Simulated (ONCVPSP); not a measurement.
**gadolinium: one change to an ONCV potential, before and after**

```
Element                 : gadolinium (Gd)
Generator               : ONCVPSP 4.0.1
Type                    : optimised norm-conserving Vanderbilt (ONCV)
Functional              : PBE
Relativity              : scalar-relativistic
Frozen core             : [Kr] 4d10
Valence charge          : 18
Reference configuration : 4f7 5s2 5p6 5d1 6s1 (charge +1)
Partial waves           : 5s+6s: rc 2.45 bohr, ncon 3, nbas 6, qcut 5.7 1/bohr, 2 projectors; 5p: rc 1.75 bohr, ncon 3, nbas 7, qcut 4.1 1/bohr, 3 projectors, debl 1.3 Ha; 5d: rc 2.80 bohr, ncon 4, nbas 8, qcut 4.6 1/bohr, 1 projector; 4f: rc 1.25 bohr, ncon 3, nbas 8, qcut 14.5 1/bohr, 1 projector
Local potential         : polynomial inside 0.95 bohr (lpopt 5, dvloc0 -1 Ha)
Core correction         : polynomial model core, fcfact 0.6
```

Change: d: nproj 3.

Cutoffs: the cutoffs (Ha) at which the residual kinetic energy of the hardest occupied pseudo-wave falls to 1 and 0.1 mHa per electron; they do not see the model core or the augmentation charge, which bear on the density cutoff. Errors are all-electron minus pseudo energies relative to the spin-unpolarised reference configuration.

Q: Predict the effect on cutoff, ghosts and configuration errors.

A: The potential gets neither clearly harder nor softer (84 Ha and 92 Ha → 84 Ha and 92 Ha); both files keep a bound ghost (s); the lowest positive-energy flag moves from d at 58.1 eV to p at 166.6 eV; the errors of the 3 common tests hardly move; the range in which the d phases agree widens (upper end 0.8 → at the end of the scan).

```csv
quantity,base,changed
"cutoff, loose",84 Ha,84 Ha
"cutoff, tight",92 Ha,92 Ha
bound ghosts,s,s
GHOST(+) flags under 300 eV,"d at 58.1 eV, p at 166.6 eV","p at 166.6 eV, d at 281.9 eV"
"tests counted as reliable (solved cleanly; for ONCVPSP, near-neutral configurations with less than one 5d electron left out)",3 of 4,3 of 4
"error for 4f7 5s2 5p6 5d1 6s2, meV [ΔE -6.65 eV]",+1.2,+1.2
"error for 4f7 5s2 5p6 5d1 6s0, meV [ΔE 12.10 eV]",-4.1,-4.3
"error for 4f7 5s2 5p6 5d0 6s0, meV [ΔE 31.93 eV]",-2.6,-2.7
s: phases at 2.48 bohr within 0.05 rad from the reference energy up to (Ha; the scan ends near 5),3.2,3.2
p: phases at 1.78 bohr within 0.05 rad from the reference energy up to (Ha; the scan ends near 5),to the end of the scan,to the end of the scan
d: phases at 2.83 bohr within 0.05 rad from the reference energy up to (Ha; the scan ends near 5),0.8,to the end of the scan
f: phases at 1.27 bohr within 0.05 rad from the reference energy up to (Ha; the scan ends near 5),1.6,1.6
"rms error of d²Exc/dni dnj with the model core, mHa",1.89,1.89
```

Base: Tests not counted: 4f7 5s2 5p6 5d0 6s2 (all-electron energy unsafe for a near-neutral lanthanide with less than one 5d electron, printed error -7.0 meV). Changed file: Tests not counted: 4f7 5s2 5p6 5d0 6s2 (all-electron energy unsafe for a near-neutral lanthanide with less than one 5d electron, printed error -7.0 meV). A true bound ghost makes a file unfit for plane-wave use even where its test errors are small: the radial tests pick states by their node count and pass the ghost by.
